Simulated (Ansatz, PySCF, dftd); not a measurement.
System: SiNH4, charge 0, doublet. SiNH4 (SMILES [SiH3][NH], doublet).
B3LYP-D3(BJ)/def2-TZVP minimum from Ansatz (a first-principles code):
```
Si
N 1 1.7546
H 2 1.0233 1 112.92
H 1 1.4766 2 109.04 3 -171.82
H 1 1.4867 4 109.56 2 -122.53
H 1 1.4875 4 109.55 5 -119.05
```
Charge 0, spin multiplicity 2.

Wanted: enthalpy of formation at 298 K (by atomisation, with ideal-gas terms from PySCF's Hessian at B3LYP-D3(BJ)/def2-TZVP and the atoms' measured values of the G2/97 table; no spin-orbit terms), in kJ/mol. Open shells are spin-unrestricted; no spin-orbit coupling. Cores are frozen in correlated methods. Rows without X2C or -DK are non-relativistic. CBS(X,Y): correlation extrapolated as X^-3, Hartree-Fock from the larger set. A bracket is a step between two methods taken in the basis named. Functionals run without relativity, which enters their misses. Double hybrids freeze cores in their MP2 part. '+ core + X2C': CCSD(T) terms for core correlation (cc-pwCVTZ, 1s frozen past Ne) and scalar relativity (cc-pVTZ-DK). For partners of very few electrons the exact lower level stands in for a higher one.

```json
[
 {"level": "PBE0-D4/def2-TZVPD", "program": "Ansatz + dftd4", "enthalpy of formation at 298 K (kJ/mol)": "207.8", "difference against the last row": "17.0"},
 {"level": "CAM-B3LYP-D4/def2-TZVPD", "program": "Ansatz + dftd4", "enthalpy of formation at 298 K (kJ/mol)": "166.8", "difference against the last row": "-24.0"},
 {"level": "B2PLYP/def2-TZVPD", "program": "Ansatz", "enthalpy of formation at 298 K (kJ/mol)": "211.0", "difference against the last row": "20.2"},
 {"level": "CCSD(T)/CBS(cc-pV(T+d)Z,cc-pV(Q+d)Z)", "program": "Ansatz", "enthalpy of formation at 298 K (kJ/mol)": "188.9", "difference against the last row": "-1.9"},
 {"level": "CCSDT(Q)/cc-pV(D+d)Z", "program": "Ansatz", "enthalpy of formation at 298 K (kJ/mol)": "357.6", "difference against the last row": "166.8"},
 {"level": "CCSDT(Q)/cc-pV(T+d)Z", "program": "Ansatz", "enthalpy of formation at 298 K (kJ/mol)": "245.5", "difference against the last row": "54.7"},
 {"level": "CCSD(T)/CBS(cc-pV(T+d)Z,cc-pV(Q+d)Z) + [CCSDT(Q) - CCSD(T)]/cc-pV(D+d)Z + core + X2C", "program": "Ansatz", "enthalpy of formation at 298 K (kJ/mol)": "189.8", "difference against the last row": "-1.0"},
 {"level": "CCSD(T)/CBS(cc-pV(T+d)Z,cc-pV(Q+d)Z) + [CCSDT(Q) - CCSD(T)]/cc-pV(T+d)Z + core + X2C", "program": "Ansatz", "enthalpy of formation at 298 K (kJ/mol)": "190.8", "difference against the last row": "0.0"}
]
```
